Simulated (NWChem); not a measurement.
System: CH$_{4}$OZn; SMILES [OH][Zn][CH3]

```xyz
7

Zn     0.0080    -0.0436    -0.0002
C     -0.0268     1.8838     0.0001
H      0.7096     2.2966     0.7072
H     -1.0208     2.2555     0.2956
H      0.2004     2.2876    -0.9989
O     -0.0894    -1.8182     0.0002
H      0.7484    -2.2896     0.0008
```
Atoms are numbered in this order, from 1.

Program: NWChem. Structure relaxed at the PBE0/def2-SVP level. Ions are spin-unrestricted doublets at the neutral geometry; other ion states weren't tried.

Question: Predict the results for PBE/def2-SVP. Quantities: −ε(HOMO) (eV).

Answer: 
| Item | Value |
|---|---|
| −ε(HOMO) (eV) | 5.64 |
